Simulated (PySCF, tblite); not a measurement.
Isomers of C7H9S (doublet state), one GFN2-xTB conformer each. Single-point energies are computed at B3LYP/pcH-1 (PySCF, gas phase, no added dispersion term), electronic only. GFN2-xTB treats the open shell by occupation alone, and not every SCF solution was tested for stability.

```csv
SMILES,GFN2-xTB relative energy (kcal/mol)
[CH2]c1ccc(CC)s1,0.0
C=[C]C1=CSC[C@H]1C,26.0
```

Conformers: `[CH2:1][c:2]1[cH:3][cH:4][c:5]([CH2:6][CH3:7])[s:8]1` (doublet state) with H–C1–C2–C3 0° and 180°, C4–C5–C6–C7 -88°; `[CH2:1]=[C:2][C:3]1=[CH:4][S:5][CH2:6][C@H:7]1[CH3:8]` (doublet state) with C3–C4–S5–C6 11°, C4–S5–C6–C7 -23°, S5–C6–C7–C8 -91°, C2–C3–C7–C6 161°.

Problem. What does B3LYP/pcH-1 give for the same structures?

Solution. 
```tsv
SMILES	B3LYP/pcH-1 E (Eh)	B3LYP/pcH-1 (kcal/mol)	GFN2-xTB (kcal/mol)	point group
[CH2]c1ccc(CC)s1	-670.33605	0.0	0.0	C1
C=[C]C1=CSC[C@H]1C	-670.28970	29.1	26.0	C1
```

Both levels put the same isomer lowest. 

Problem. What happens when harmonic zero-point energies from GFN2-xTB frequencies are added?

Solution. 
```csv
SMILES,ZPE (kcal/mol),electronic (kcal/mol),with ZPE (kcal/mol)
[CH2]c1ccc(CC)s1,84.7,0.0,0.0
C=[C]C1=CSC[C@H]1C,84.0,29.1,28.3
```

The zero-point energies span 0.7 kcal/mol. The order is unchanged.
